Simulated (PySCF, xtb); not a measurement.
TaF₄Br, SMILES [F][Ta]([F])([F])([F])[Br], multiplicity 1.

Harmonic wavenumbers (cm⁻¹) from xtb with GFN2-xTB at its own minimum, in rising order: 47, 118, 143, 172, 192, 214, 269, 276, 419, 475, 486, 511.

Task: What does PySCF with PBE0-D3(BJ)/def2-SVP give at its own minimum? (The exact figures need the calculation; the answer reports its results.)

Result: 16, 119, 132, 196, 220, 258, 309, 329, 662, 699, 710, 734. Paired by order, the mean absolute difference is 95 cm⁻¹ and the zero-point energies are 4.7 and 6.3 kcal/mol.
